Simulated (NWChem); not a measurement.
Molecule: CuH$_{2}$OI; SMILES [OH2]->[Cu][I]

Results from NWChem. Structure relaxed at the PBE0/def2-SVP level. def2 effective core potentials on I; no spin-orbit coupling. Level: PBE0/def2-SVPD; rows give the wavelength of the field.

For field static:

```yaml
isotropic polarisability (bohr³): 69.3
```

**Question.** Estimate the same quantities for field 1065 nm.

**Answer.** The isotropic polarisability (bohr³) is 70.8.
